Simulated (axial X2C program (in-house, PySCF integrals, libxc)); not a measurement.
## CoSi⁻: properties at the nuclei

Computed with an axial X2C code built on PySCF integrals: two-component X2C with atomic mean-field Coulomb and Gaunt terms, Gaussian nuclei, basis Co dyall-acv3z, Si dyall-av3z with contracted cores.

R = 2.219 Å (near the PBE0 minimum at charge -1 of the determinant lowest at the starting distance; the state shown can have its own minimum elsewhere).

Determinant lowest in the PBE0 search, Ω = 3 (⟨Sz⟩ = 0.00, ⟨Lz⟩ = 3.00 at PBE0), spin on the atoms Co 1.01, Si -1.01:

```json
{"level": "PBE0", "Eeff magnitude (GV/cm)": "0.116", "Ws magnitude Co (kHz)": "0.0229", "A∥/gI Co (MHz)": "564", "qzz Co (a.u.)": "-0.45", "A∥/gI Si (MHz)": "36.2", "qzz Si (a.u.)": "-0.41"}
{"level": "B3LYP", "Eeff magnitude (GV/cm)": "0.0312", "Ws magnitude Co (kHz)": "0.0107", "A∥/gI Co (MHz)": "544", "qzz Co (a.u.)": "-0.44", "A∥/gI Si (MHz)": "27.1", "qzz Si (a.u.)": "-0.41"}
{"level": "BHandHLYP", "Eeff magnitude (GV/cm)": "0.12", "Ws magnitude Co (kHz)": "0.0237", "A∥/gI Co (MHz)": "550", "qzz Co (a.u.)": "-0.44", "A∥/gI Si (MHz)": "27.9", "qzz Si (a.u.)": "-0.36"}
{"level": "PBE", "Eeff magnitude (GV/cm)": "0.0316", "Ws magnitude Co (kHz)": "0.00273", "A∥/gI Co (MHz)": "487", "qzz Co (a.u.)": "-0.51", "A∥/gI Si (MHz)": "41.3", "qzz Si (a.u.)": "-0.67"}
```

Eeff is the effective electric field on the electron electric dipole moment in this Ω state and Ws the scalar–pseudoscalar constant of the nucleus named (defined with the proton number Z and per Ω); A∥ (defined per Ω) follows by multiplying with gI = μI/(I μN); qzz is the electric field gradient, eQq0 = 234.96 MHz × Q/barn × qzz. The operators were transformed with the bare-nucleus X2C matrices; with these basis sets, hyperfine constants and field gradients can be off by tens of per cent, and where levels differ in sign neither size nor sign is settled.

(1) With gI(59Co) = 1.3220, Q(59Co) = 0.42 barn, gI(29Si) = -1.1106 (g factors from the IAEA table of nuclear moments by Stone; Q from Pyykkö, Mol. Phys. 2018), turn the PBE0 values of the first state into constants in MHz.

Each state is one determinant with collinear spin, which with several unpaired electrons need not be a pure state. In the state Ω = 3 the sign of Eeff differs between levels (PBE against PBE0). For an anion, determinants above electron detachment, or with a positive highest level, are held by the basis set. With several open shells hyperfine constants can be off by a factor of several. Where Eeff spreads by more than a factor of two the levels disagree and none is to be relied on. In the state Ω = 3 the atomic spins oppose each other (1.01, -1.01): a broken-symmetry determinant whose values are not spin-projected. Open-shell Ω = 0 determinants with evenly filled partner blocks cannot be reached by this program, so the Ω shown need not be the lowest component. Left out as unconverged or as another state under the same occupation: HF in at least one table. States lie within half an eV, so the first need not be the ground state. Further determinants of the search, some of them spin-mixed, are not shown.

Answers

(1) A∥(59Co) = 564 × 1.3220 = 746 MHz; eQq0(59Co) = 234.96 × (0.42) × (-0.45) = -44.4 MHz; A∥(29Si) = 36.2 × -1.1106 = -40.2 MHz.
